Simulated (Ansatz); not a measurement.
A calculation with Ansatz (development build ahead of 0.2.0).

```yaml
crystal:
  periodic: [false, false, false]
  atoms:
    - { symbol: H, position_ang: [0.14133, 1.60986, 0.38843] }
    - { symbol: Be, position_ang: [-0.00273, -0.1342, -0.03664] }
    - { symbol: H, position_ang: [-0.10908, -1.42509, -0.35122] }
basis:
  gaussian: { orbitals: def2-SVP }
total_charge: 1
magnetization:
  spin_polarized: true
  initial_magnetization: 1
hamiltonian:
  xc: hf
output:
  forces: true
```

The input is written out in the form of the current development build from the run's settings.

The run gave:

```json
{
 "Converged": "yes",
 "Total energy": "-15.35402 hartree",
 "Spin squared of the determinant": "0.754",
 "Stability test": "minimum"
}
```

Forces (eV/Å):
```csv
atom,Fx,Fy,Fz
H1,-0.011,-0.138,-0.034
Be2,-0.014,-0.166,-0.041
H3,0.025,0.305,0.074
```
